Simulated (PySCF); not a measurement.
## UHF on Kr (krypton, neutral)

Configuration: [Kr], closed-shell 1S. All numbers are calculated (PySCF 2.14, scalar relativity through the core potential, in cc-pVTZ-PP with ECP10MDF (5s4p3d1f, 39 functions)).

```
Total energy             : -462.198041 hartree
One-electron energy      : -808.8353 hartree
Hartree (Coulomb) energy : 378.6316 hartree
Exchange energy          : -31.9943 hartree
⟨S²⟩                     : 0.0000
⟨L²⟩                     : 0.000
Sum of ⟨r⟩               : 24.66 bohr
Sum of ⟨r²⟩              : 38.70 bohr²
Time after the integrals : 0.11 s of wall time on 1 thread of Neoverse-V1 (shared host)
```

| shell | electrons | mean orbital energy (hartree) | rms radius, mean of both spins (bohr) |
| --- | --- | --- | --- |
| 3s | 2 | -10.80602 | 0.567 |
| 3p | 6 | -8.48478 | 0.583 |
| 3d | 10 | -3.75265 | 0.605 |
| 4s | 2 | -1.18755 | 1.71 |
| 4p | 6 | -0.52307 | 2.10 |

Energies and moments cover only the electrons outside the core potential.
